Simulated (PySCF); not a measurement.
Si(Me)(OMe)(SeH)2, SMILES CO[Si](C)([SeH])[SeH] (C2H8OSe2Si), CAM-B3LYP/def2-SVP optimised geometry.

```
14

C      1.72    -1.24     0.36
O      0.83    -0.21     0.00
Si    -0.82    -0.21     0.00
C     -1.50    -1.11    -1.48
Se    -1.27     2.02     0.00
Se    -1.68    -1.11     1.93
H      1.76    -2.02    -0.41
H      2.73    -0.81     0.47
H      1.43    -1.70     1.32
H     -2.60    -1.03    -1.52
H     -1.23    -2.17    -1.46
H     -1.08    -0.67    -2.40
H     -2.73     1.81    -0.02
H     -1.79    -2.47     1.36
```

Density from CAM-B3LYP/def2-TZVP in PySCF at that geometry.

Minimum of the electron density along straight lines between bonded atoms, close to the bond critical point (lines longer than 1.1 times the sum of covalent radii, or with two minima, are not listed):

| bond | length / Å | ρ at the minimum / e bohr⁻³ | ∇²ρ there / e bohr⁻⁵ | position (fraction from the first atom) |
|---|---|---|---|---|
| C1–O2 | 1.404 | 0.257 | -0.50 | 0.35 |
| O2–Si3 | 1.652 | 0.137 | 0.79 | 0.59 |
| Si3–C4 | 1.866 | 0.128 | 0.15 | 0.39 |
| Si3–Se5 | 2.276 | 0.096 | -0.04 | 0.35 |
| Si3–Se6 | 2.296 | 0.092 | -0.04 | 0.35 |
| C1–H7 | 1.104 | 0.278 | -0.96 | 0.65 |
| C1–H8 | 1.100 | 0.282 | -1.00 | 0.65 |
| C1–H9 | 1.103 | 0.279 | -0.98 | 0.65 |
| C4–H10 | 1.100 | 0.268 | -0.89 | 0.64 |
| C4–H11 | 1.101 | 0.266 | -0.87 | 0.64 |
| C4–H12 | 1.100 | 0.268 | -0.89 | 0.64 |
| Se5–H13 | 1.470 | 0.175 | -0.31 | 0.63 |
| Se6–H14 | 1.471 | 0.174 | -0.30 | 0.63 |
